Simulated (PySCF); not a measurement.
**MCl2+ across group 13**

Level: PBE0, basis family def2-TZVP, scalar-relativistic core potentials from Rb on and no relativity for lighter atoms.

Each entry is the lowest minimum that a search over a few typed start shapes (and spin states, where more than one is plausible) found, or that minimum re-optimised at the stated level; isomers with ligand–ligand bonds, or fragments after loss of a ligand pair, can lie lower. Open shells are unrestricted; no spin–orbit coupling; PySCF with density fitting.

```tsv
molecule	2S+1	point group	mean bond to the central atom (Å)	lowest ω (cm⁻¹)	polar-tensor charge of the central atom	gap (eV)
AlCl₂⁺	1	D∞h	1.996	137	1.53	7.21
InCl₂⁺	1	D∞h	2.203	91	1.44	6.06
TlCl₂⁺	1	D∞h	2.241	97	1.33	5.66
```

The bond lengthens at every step; the largest change, 0.207 Å, falls between AlCl₂⁺ and InCl₂⁺ among the members listed.

Spin–orbit coupling can matter for TlCl₂⁺.

Left out of the table are members whose search was unfinished or whose lowest solution was spin-contaminated, unstable, very soft or bonded differently.
